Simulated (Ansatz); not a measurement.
`[SH][In]([Br])[Br]` + NH₃ → `[NH2][In]([Br])[Br]` + H₂S  (ligand exchange at the In–S bond)

Program: Ansatz. Geometries: PBE0-D4/def2-TZVP. ΔE: electronic, gas phase. CBS: MP2 limit from def2 TZ/QZ plus the TZ coupled-cluster correction, frozen cores. This one scheme is used for every species. DFT in def2-TZVPP. HSE06 is defined as in plane-wave codes. def2 core potentials past Kr. For Br, In outer-core shells are correlated without core-valence functions, which leaves a few kJ/mol of doubt a bond. Scalar relativity is left out up to krypton. Each species was taken in one conformer, which may not be the lowest.

`[SH][In]([Br])[Br]`:

```xyz
5

S     1.352   -1.320   -0.376
In   -0.465    0.171   -0.178
Br   -2.341    0.084   -1.743
Br   -0.516    1.850    1.606
H     1.971   -0.784    0.691
```

NH₃:

Z-matrix (Å, degrees):
```
N
H 1 1.013
H 1 1.013 2 107.1
H 1 1.013 2 107.1 3 -114.5
```

`[NH2][In]([Br])[Br]`:

```xyz
6

N     0.782    0.431   -0.909
In   -0.423   -0.132    0.587
Br   -2.779    0.537    0.617
Br    0.473   -1.301    2.545
H     1.613   -0.129   -1.041
H     0.334    0.594   -1.799
```

H₂S:

```xyz
3

S     0.068    0.265    0.556
H    -0.154    0.739   -0.679
H     0.086   -1.004    0.123
```

```
        level  ΔE (eV)
      BLYP-D4     0.81
     HSE06-D4     0.89
      ωB97X-V     0.79
      r2SCANh     0.86
      r2SCAN0     0.88
        BHLYP     0.84
 HF/CBS(def2)     0.85
MP2/CBS(def2)     0.84
```

Question: What does CCSD(T)/CBS give? (Estimate.)

Answer: The calculation gave: +0.81 eV. The listed levels differ from it by 0.00, 0.08, -0.02, 0.05, 0.07, 0.03, 0.04, 0.03 eV.

Largest T1 diagnostic among the species: 0.011.

From BLYP to BHLYP (50 % exact exchange), in def2-TZVPP and without D4, ΔE moves by +0.05 eV. Leaving LDA and LC-ωPBE aside and taking each functional with its dispersion term where it has one, the values, not all of them listed here, spread over 0.10 eV, from CAM-B3LYP-D4 to HSE06-D4. In def2-TZVPP, CCSD(T) changes the Hartree–Fock value by −0.07 eV (the triples alone add +0.00 eV) and MP2 by −0.04 eV.
